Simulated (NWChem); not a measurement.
# SiHSF3; SMILES F[Si](S)(F)F

```xyz
6

F      0.7839    -0.9418    -1.2519
Si    -0.0110    -0.3400    -0.0009
F      0.6947    -0.9520     1.2977
F     -1.5166    -0.8675    -0.0522
S     -0.0585     1.7544     0.0008
H      1.2908     1.8468     0.0062
```
Atoms are numbered in this order, from 1.

Results from NWChem. Geometry optimised at PBE0/def2-SVP; all other runs use it. 

```tsv
quantity	level	value
solvation free energy (kcal/mol) in n-hexane	PBE0/def2-SVP, SMD	-2.5
anisotropy (bohr³), static	B3LYP/def2-SVPD	9.7
−ε(HOMO) (eV)	B3LYP/def2-SVP	8.17
vertical, lowest excitation, singlet (eV)	B3LYP/def2-SVPD, TDA	6.41
dipole (D)	PBE0/def2-SVP	1.75
highest harmonic frequency (cm⁻¹)	PBE0/def2-SVP	2712
```
